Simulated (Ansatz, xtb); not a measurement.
# Isomers of CH4S2Si in order of energy

9 gas-phase structures of CH4S2Si, found in a search over its isomers (lower ones may exist). Each was relaxed with GFN2-xTB; where two conformers were screened, the lower at r2SCAN-D4/def2-SVP is listed:

A. `S[Si@@H]1CS1`, a singlet
B. a singlet given by its coordinates
C. `C[Si](=S)S`, a singlet
D. `C1S[SiH2]S1`, a singlet
E. `C1[SiH2]SS1`, a singlet
F. `S=[SiH]CS`, a singlet
G. `C[SiH]1SS1`, a singlet
H. `[SiH3]SC=S`, a singlet
I. `CS[SiH]=S`, a singlet

B (Å):

```json
{"atom": "C", "x (Å)": "-0.5934", "y (Å)": "-1.0550", "z (Å)": "0.5781"}
{"atom": "S", "x (Å)": "-0.3762", "y (Å)": "-1.8073", "z (Å)": "2.2179"}
{"atom": "S", "x (Å)": "-2.7391", "y (Å)": "-2.9538", "z (Å)": "4.2840"}
{"atom": "Si", "x (Å)": "-2.3676", "y (Å)": "-1.2898", "z (Å)": "2.9450"}
{"atom": "H", "x (Å)": "-1.4302", "y (Å)": "-1.5346", "z (Å)": "0.0792"}
{"atom": "H", "x (Å)": "0.3185", "y (Å)": "-1.2338", "z (Å)": "0.0176"}
{"atom": "H", "x (Å)": "-0.7739", "y (Å)": "0.0105", "z (Å)": "0.6788"}
{"atom": "H", "x (Å)": "-1.4801", "y (Å)": "-3.3515", "z (Å)": "4.4428"}
```

Close contacts (Å): C1–S2 1.82, S2–Si4 2.18, S3–Si4 2.17, C1–H5 1.09, C1–H6 1.09, C1–H7 1.09, S3–H8 1.33.

Estimate their order in r2SCAN-D4/def2-SVP energy at these geometries, lowest first.

Calculated order at r2SCAN-D4/def2-SVP: C (0.0), I (59.9), G (77.8), A (103.1), D (115.2), B (126.5), F (148.7), E (180.1), H (189.4) kJ/mol.

Energies above the lowest of each column, in kJ/mol; the last columns are at PBE0-D3(BJ)/def2-SVP geometries and were run for some of them only (a dash: not run or not comparable):

```tsv
structure	GFN2-xTB	HF/STO-3G	r2SCAN-D4/def2-SVP	PBE0-D3(BJ)/def2-SVP	CCSD(T)/def2-SVP + ΔMP2/def2-TZVPP
C	12.6	102.7	0.0	0.0	0.0
I	0.0	141.3	59.9	57.5	56.9
G	34.1	49.6	77.8	67.7	53.8
A	108.3	107.4	103.1	–	–
D	25.4	0.0	115.2	–	–
B	120.5	106.3	126.5	–	–
F	89.0	232.1	148.7	–	–
E	70.5	39.9	180.1	–	–
H	103.8	190.2	189.4	–	–
```

CCSD(T)/def2-SVP + ΔMP2/def2-TZVPP puts C lowest of those it was run on; GFN2-xTB picks I, HF/STO-3G picks D. CCSD(T)/def2-SVP + ΔMP2/def2-TZVPP orders those it was run on as C (0.0), G (53.8), I (56.9) kJ/mol. Less than 1 kcal/mol parts G and I, so the order within that pair means little. Some further structures that were screened fall inside this span and aren't listed. Flexible structures stand in one conformer each, not always the lowest. Frequencies (PBE0-D3(BJ)/def2-SVP) were run for C, G, I alone. The ΔMP2 step shifts differences by up to 21.6 kJ/mol, which makes them less sure. ΔMP2 is the change of the MP2 energy from the smaller to the larger basis.

Over these structures GFN2-xTB departs from r2SCAN-D4/def2-SVP by 36.0 kJ/mol on average once a common shift is removed. A GFN2-xTB relaxation took about 0.52 s and the r2SCAN-D4/def2-SVP energy about 6 s on a shared host (Ansatz 0.2.0, xtb 6.7.1).
